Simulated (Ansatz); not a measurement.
```yaml
crystal:
  periodic: [false, false, false]
  atoms:
    - {symbol: C, position_ang: [0.151958, 2.254441, -0.150427]}
    - {symbol: C, position_ang: [0.174915, 1.018425, 0.269388]}
    - {symbol: B, position_ang: [-0.155945, -0.137398, -0.529043]}
    - {symbol: Si, position_ang: [-0.120871, -2.030172, 0.262549]}
    - {symbol: H, position_ang: [0.353905, 3.130201, 0.348434]}
    - {symbol: H, position_ang: [-0.064191, 2.380316, -1.310915]}
    - {symbol: H, position_ang: [0.461991, 0.951748, 1.406219]}
    - {symbol: H, position_ang: [-0.401008, -0.024259, -1.662670]}
    - {symbol: H, position_ang: [1.218970, -2.347236, 0.750124]}
    - {symbol: H, position_ang: [-0.492269, -3.166054, -0.767560]}
    - {symbol: H, position_ang: [-1.096734, -2.186858, 1.398456]}
basis:
  gaussian: {orbitals: def2-SVPD}
hamiltonian: {xc: {name: PBE0-DH}}
```

```sh
$ ansatz run in.yaml --threads 2 --pin off --events-out ev --progress --plain --max-ram 4352MiB
```

Shortened log:

```
Functional definition: PBE0-DH
1388 factors; integrals over basis functions are off by at most 1.1e-3 eV
mean field evaluation 1: about -10722.9520 eV, gradient 3.1e1 eV
mean field evaluation 2: about -10723.0505 eV, gradient 3.1e1 eV
mean field evaluation 4: about -10725.5799 eV, gradient 2.6e0 eV
mean field evaluation 8: about -10725.5997 eV, gradient 2.3e-1 eV
mean field evaluation 16: about -10725.5999 eV, gradient 3.2e-5 eV
mean field -10725.59989236 eV, -394.1585259714 hartree, gradient 7.6e-6 eV, S^2 0.000000; 0 other end points of the search recorded, 0 dependent functions left out
8 core orbitals not correlated: weight in the atoms' cores, before any rotation towards them, 1.000 or more for the frozen orbitals, at most 0.000 for the correlated occupied ones
reference -10725.59991748 eV, -394.1585268948 hartree; 11, 11 occupied and 121, 121 virtual orbitals, 1388 factors
second order -16.10557824 eV of doubles, -0.00000000 eV of singles
Total energy: -10727.61311476 eV, -394.2325105302 hartree
```

Hardware: 2 threads of an Arm Neoverse V1 on a shared host. Wall time 4.1 s, peak host memory 0.31 GiB.
